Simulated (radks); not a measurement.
Values are calculated unless marked as measured or tabulated.
Charge is removed step by step from the 5s1/2 level of the iodine ion I3+, starting from [Kr] 4d10 5s2 5p2. Code: a radial shooting solver on a logarithmic mesh with Libxc functionals. Model: Dirac Kohn-Sham, BLYP, spin-unpolarised, spherical densities, point nucleus; open shells are shared between the two j in proportion to 2j + 1.

| removed (e) | E - E(0) (eV) | eigenvalue (eV) | E minus straight line (eV) |
|---|---|---|---|
| 0 | 0.000 | -46.370 | 0.000 |
| 0.1 | 4.695 | -47.533 | -0.531 |
| 0.2 | 9.507 | -48.701 | -0.945 |
| 0.3 | 14.435 | -49.874 | -1.242 |
| 0.4 | 19.482 | -51.053 | -1.422 |
| 0.5 | 24.646 | -52.237 | -1.483 |
| 0.6 | 29.929 | -53.427 | -1.426 |
| 0.7 | 35.332 | -54.621 | -1.250 |
| 0.8 | 40.854 | -55.821 | -0.954 |
| 0.9 | 46.496 | -57.026 | -0.537 |
| 1 | 52.259 | -58.236 | 0.000 |

Removing the whole electron costs 52.259 eV by Delta-SCF, against 46.370 eV from minus the eigenvalue at the starting occupation. Slater's transition state (half an electron removed) gives 52.237 eV. Integrating minus the eigenvalue over the occupation (Janak's theorem) gives 52.259 eV. The mean slope of the eigenvalue, de/dn, is 11.9 eV per electron.
